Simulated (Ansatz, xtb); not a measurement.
Relative energy of two isomers of C5H7B

Structure X is `CC1=CBC=C1`, a singlet and structure Y is `CC1=CC=CB1`, a singlet. Both are isolated molecules in the gas phase, relaxed with PBE0-D3(BJ)/def2-SVP.

Energies in hartree; the thermal terms are from GFN2-xTB frequencies at re-optimised GFN2-xTB minima (ideal gas, soft modes damped towards free rotors, one conformer each, 298.15 K, 1 atm) and include the zero-point energy:

|  | X | Y |
| --- | --- | --- |
| E, CCSD(T)/def2-SVP | −218.716691 | −218.712148 |
| E, MP2/def2-SVP | −218.627505 | −218.622555 |
| E, MP2/def2-TZVPP | −219.020094 | −219.014846 |
| zero-point energy | 0.102143 | 0.101982 |
| H(298 K) − E | 0.109422 | 0.109331 |
| G(298 K) − E | 0.072658 | 0.072448 |

Problem. Correct the CCSD(T) difference for the basis set by the MP2 change, then work out ΔE, ΔE₀, ΔH and ΔG for X → Y in kJ/mol (1 Eh = 2625.50 kJ/mol) and the equilibrium ratio [Y]/[X].

Solution. 1. Differences Y − X: CCSD(T) +0.004543, MP2 in the small set +0.004950, MP2 in the large set +0.005248 Eh.
2. ΔE = +0.004543 + (+0.005248 − (+0.004950)) = +0.004841 Eh = +12.71 kJ/mol.
3. ΔE₀ = ΔE + ΔZPE = +0.004841 + (−0.000161) Eh = +12.29 kJ/mol.
4. ΔH = ΔE + (−0.000091) Eh = +12.47 kJ/mol.
5. ΔG = ΔE + (−0.000210) Eh = +12.16 kJ/mol, so ΔS = (ΔH − ΔG)/T = +1.0 J/(mol K).
6. kT = 0.9442 mEh, so K = [Y]/[X] = exp(−ΔG/kT) = exp(−4.90) ≈ 0.0074.

Structure X is favoured at this temperature. An error of 4 kJ/mol in ΔG would change K by a factor of 5. Mirror images and further conformers aren't counted.

As drawn, both hold the same kinds of bond in the same numbers.

Other levels gave ΔE = +9.4 (GFN2-xTB); +8.8 (HF/STO-3G, GFN2-xTB geometries); +14.5 (r2SCAN-D4/def2-SVP, GFN2-xTB geometries); +12.3 (PBE0-D3(BJ)/def2-SVP); +12.0 (HF/def2-SVP); +13.0 (MP2/def2-SVP); +11.9 (CCSD(T)/def2-SVP) kJ/mol. The correlated steps freeze 6 core orbitals. Programs: Ansatz 0.2.0, xtb 6.7.1.
